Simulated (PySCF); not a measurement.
Computed structure and properties of [Dy(PH3)2]3+

System: [Dy(PH3)2]3+ (singlet in the valence; each metal's 4f electrons, 9 of them, lie in its core potential, out of spins and levels); start: displaced along the imaginary mode (Cs). Method: PySCF 2.14.0, RKS BP86, Dy lcecp-1-SVP with ECP55, P def2-SVP, H def2-SVP; non-relativistic Hamiltonian with scalar-relativistic core potentials where named; density fitting; no spin-orbit coupling.

Input of the relaxation:

```python
mol = gto.M(atom='''
Dy     0.00994    -0.10305    -0.00000
P     -0.02400     0.24885     2.98675
H      1.28379     0.24181     3.57947
H     -0.67948     1.37832     3.57924
H     -0.67501    -0.88695     3.57964
P     -0.02400     0.24885    -2.98675
H      1.28379     0.24181    -3.57947
H     -0.67501    -0.88695    -3.57964
H     -0.67948     1.37832    -3.57924''',
    basis={'Dy': 'lcecp-1-SVP', 'P': 'def2-SVP', 'H': 'def2-SVP'},
    ecp={'Dy': 'lcecp-1-SVP'},
    charge=3, spin=0)
mf = dft.RKS(mol, xc='B88,P86')
mf.grids.atom_grid = (50, 194)  # f atoms: unpruned, at least (60, 302)
mf = mf.density_fit()  # fitting sets: Dy AutoAux, P def2-universal-JKFIT, H def2-universal-JKFIT
mf.conv_tol = 1e-08; mf.max_cycle = 55
mf.kernel(dm0)  # dm0: converged density of the start geometry
# quasi-Newton relaxation in Cartesian coordinates to a largest gradient under 0.00045 Eh/bohr, steps kept in the point group
```

Run from Python with OMP_NUM_THREADS=2; the lines above give its settings. Where DIIS fails, smearing, a level shift and second-order steps follow.
It took 2 min on 2 threads of Arm Neoverse V1, with other jobs on the host, from the converged density of the start.

Course of the relaxation:

```
step  energy above end (eV)  largest force component within the symmetry (eV/Å)
   0                 0.4286                                               0.339
   1                 0.3689                                               0.358
   2                 0.3062                                               0.308
   3                 0.2093                                               0.141
   4                 0.1564                                               0.187
   5                 0.1152                                               0.243
   6                 0.0573                                               0.110
   7                 0.0272                                               0.218
  10                 0.0040                                               0.085
  11                 0.0015                                               0.054
  12                 0.0004                                               0.021
  13                 0.0001                                               0.013
  14                 0.0000                                               0.011
  15                 0.0000                                               0.002
```
(The steps between are left out.)

Relaxed geometry (Cs):

```xyz
9

Dy    0.2356   -1.3657    0.0000
P    -0.0170    0.1877    2.4697
H     1.2490    0.5116    3.0646
H    -0.7009    1.4402    2.3260
H    -0.7386   -0.5261    3.4856
P    -0.0170    0.1877   -2.4697
H     1.2490    0.5116   -3.0646
H    -0.7386   -0.5261   -3.4856
H    -0.7009    1.4402   -2.3260
```

```json
{"contact": "Dy1–P2 (PH3)", "Å": "2.929"}
{"contact": "Dy1–P6 (PH3)", "Å": "2.929"}
```

On the finer grid (75, 302):

The HOMO is -21.47 eV. The LUMO is -18.36 eV and the dipole about the centre of mass is 2.84 D. The set of Mulliken populations of Dy1 outside the core potential is s 2.38, p 6.11, d 0.71, f 0.01 and the D3(BJ) dispersion energy (not in the energies) is -0.369 eV.

```tsv
atom	Mulliken (e)	Löwdin (e)	spin (e)
Dy1	1.79	1.40	0.00
P2	-0.07	0.51	0.00
H3	0.23	0.10	0.00
H4	0.22	0.09	0.00
H5	0.23	0.10	0.00
P6	-0.07	0.51	0.00
H7	0.23	0.10	0.00
H8	0.23	0.10	0.00
H9	0.22	0.09	0.00
```

The 4f levels lie in the core potential and are missing. Their spin isn't counted.

On the grid (50, 194), as all that follows. Harmonic modes: a minimum within the noise of the softest modes; lowest -6 cm⁻¹ (negative: unstable), highest 2370 cm⁻¹, zero-point energy 1.361 eV.

Taking off one PH3 (charge 0, singlet; the rest: singlet) in vacuum, both parts rigid, costs 4.26 eV; the small basis without counterpoise inflates it. Parting with an electron moved from the ligand to the metal can be far cheaper, even downhill.

Rigid scan of PH3 along the line from its metal:

| distance to P2 (Å) | energy (eV) |
| --- | --- |
| 2.63 | 0.278 |
| 2.73 | 0.110 |
| 2.83 | 0.024 |
| 2.93 | 0.000 |
| 3.03 | 0.020 |
| 3.13 | 0.070 |
| 3.33 | 0.224 |

One start shape was tried, so this needn't be the lowest isomer.

An lcecp potential fixes the number of 4f electrons, so in runs with it no electron can move into or out of that shell.
